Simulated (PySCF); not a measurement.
H7NOSi2, SMILES N[SiH2]O[SiH3].

Geometry: B3LYP-D3(BJ)/def2-SVP. One conformer was computed; it need not be the lowest.

Two levels are set side by side: TDA-PBE/def2-SVPD (PySCF) and TDA-PBE0/def2-SVPD (PySCF). Vertical, same geometry. The lowest singlet is HOMO→LUMO 96 % with PBE and HOMO→LUMO 82 %, HOMO→LUMO+1 13 % with the other functional; states are paired by order. Differences are taken from unrounded values.

```
quantity                               TDA-PBE
-------------------------------------  -------
lowest singlet excitation (eV)            5.91
lowest triplet excitation (TDA) (eV)      5.55
first bright state (f over 0.05) (eV)     5.91
its oscillator strength                   0.07
```

Question: These are the TDA-PBE values. What does TDA-PBE0 give? (An estimate is asked for; the answer gives what the named calculation found.)

Answer: 
```csv
quantity,TDA-PBE0,TDA-PBE minus TDA-PBE0
lowest singlet excitation (eV),6.65,-0.75
lowest triplet excitation (TDA) (eV),6.23,-0.68
first bright state (f over 0.05) (eV),6.65,-0.75
its oscillator strength,0.07,0.01
```

A lower first singlet is the usual sign of a functional without exact exchange. Differences between two approximate levels are no errors against the true value.

Rough cost on one machine, each run with all the roots and properties that it gave: TDA-PBE0 against TDA-PBE about 2 times.
